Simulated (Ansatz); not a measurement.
H7NSi2, SMILES `N[SiH2][SiH3]` (charge 0, multiplicity 1).

Z-matrix (Å, degrees):
```
Si
N 1 1.7281
H 2 1.0082 1 118.72
H 2 1.0082 3 110.23 1 -141.79
H 1 1.4885 2 107.61 3 51.89
H 1 1.4885 5 109.27 2 -116.57
Si 1 2.3510 5 108.42 6 -117.98
H 7 1.4902 1 111.92 5 59.26
H 7 1.4907 8 108.14 1 -121.85
H 7 1.4907 8 108.14 9 -116.29
```
Charge 0, multiplicity 1.

Frozen-core energies in 6-31g from Ansatz (a program for electronic structure) at a geometry from PBE0-D3(BJ)/def2-TZVP; the HF reference has <S^2> = 0.00 and the T1 diagnostic is 0.010.

| level | energy (Ha) |
|---|---|
| HF | -636.24485 |
| MP2 | -636.46534 |
| CCSD | -636.50734 |
| CCSD(T) | -636.51176 |

Problem. Estimate the energies of CCSDT and CCSDT(Q), and give each level's difference from CCSDT(Q).

Solution. 
```
level     energy (Ha)  difference from CCSDT(Q) (mHa)
--------  -----------  ------------------------------
MP2        -636.46534                           47.64
CCSD       -636.50734                            5.63
CCSD(T)    -636.51176                            1.21
CCSDT      -636.51250                            0.48
CCSDT(Q)   -636.51298                            0.00
```
